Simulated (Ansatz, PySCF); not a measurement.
Potential energy curve for SMILES [GeH4] (H₄Ge). The Ge1–H5 bond (Ge1 also carries H, H, H; H5 carries nothing else) is pulled apart rigidly from the PBE0/def2-TZVP optimised geometry.

- RCCSD = CCSD on RHF/cc-pVDZ, 9 core orbitals frozen (PySCF)
- UCCSD = CCSD on UHF/cc-pVDZ, 9 core orbitals frozen (PySCF)
- RHF/LANL2DZ = restricted Hartree-Fock/LANL2DZ, with its core potentials past Ne (PySCF)
- UKS-PBE = unrestricted PBE/cc-pVDZ in Ansatz (a quantum-chemistry and plane-wave program)
- RMP2 = MP2 on RHF/cc-pVDZ, 9 core orbitals frozen (PySCF)

Energies are in mEh, each relative to the lowest point of its own curve near equilibrium.

| R / Å | RCCSD | UCCSD | RHF/LANL2DZ | UKS-PBE | RMP2 |
|---|---|---|---|---|---|
| 1.24 | 43.9 | 43.9 | 43.9 | 45.5 | 43.3 |
| 1.29 | 27.9 | 27.9 | 28.0 | 29.4 | 27.4 |
| 1.38 | 9.7 | 9.7 | 9.7 | 10.8 | 9.3 |
| 1.45 | 2.7 | 2.7 | 2.6 | ___ | 2.4 |
| 1.48 | 1.1 | 1.1 | 1.0 | 1.5 | 0.9 |
| 1.53 | 0.0 | 0.0 | 0.0 | 0.0 | 0.0 |
| 1.57 | 0.3 | 0.3 | 0.4 | 0.0 | 0.5 |
| 1.61 | 1.6 | 1.6 | 1.7 | 0.9 | 1.8 |
| 1.68 | 5.4 | 5.4 | 5.8 | ___ | 6.0 |
| 1.80 | 15.5 | 15.5 | 16.6 | 13.0 | 16.8 |
| 1.90 | 26.1 | 26.1 | 28.0 | ___ | 28.0 |
| 2.09 | 48.0 | 48.0 | 52.6 | ___ | 51.8 |
| 2.29 | 70.5 | 70.9 | 79.7 | 64.5 | 77.0 |
| 2.52 | 93.2 | 94.2 | 110.0 | 87.5 | 103.8 |
| 2.78 | 113.3 | 114.3 | 141.4 | 109.7 | 129.9 |
| 3.08 | 129.3 | 128.2 | 173.2 | 124.7 | 153.8 |
| 3.39 | 139.4 | 134.2 | ___ | 131.5 | 172.0 |
| 3.75 | 145.7 | 136.4 | 227.0 | 134.5 | 185.5 |
| 4.14 | 148.9 | 137.1 | 249.2 | 135.7 | 192.0 |
| 4.65 | 150.7 | 137.3 | 270.3 | 136.2 | ___ |
| 5.39 | 151.5 | 137.4 | 289.3 | 136.3 | 173.7 |

### Question
What belongs in the gaps?

### Answer

- 1.45, UKS-PBE: 3.3
- 1.68, UKS-PBE: 4.1
- 1.90, UKS-PBE: 22.5
- 2.09, UKS-PBE: 42.8
- 3.39, RHF/LANL2DZ: 200.9
- 4.65, RMP2: 190.1

The T1 diagnostic of CCSD on the restricted reference of RCCSD, RMP2 exceeds 0.045 at 3.75 to 5.39 Å. The unrestricted determinant behind UCCSD is spin-contaminated at 2.29 to 5.39 Å (<S²> up to 1.0, against 0.00 for a pure singlet). The restricted form behind RHF/LANL2DZ, RMP2 keeps the bonding electrons paired and can't separate into open-shell fragments. The unrestricted determinant behind UKS-PBE is spin-contaminated at 2.78 to 5.39 Å (<S²> up to 1.0, against 0.00 for a pure singlet).
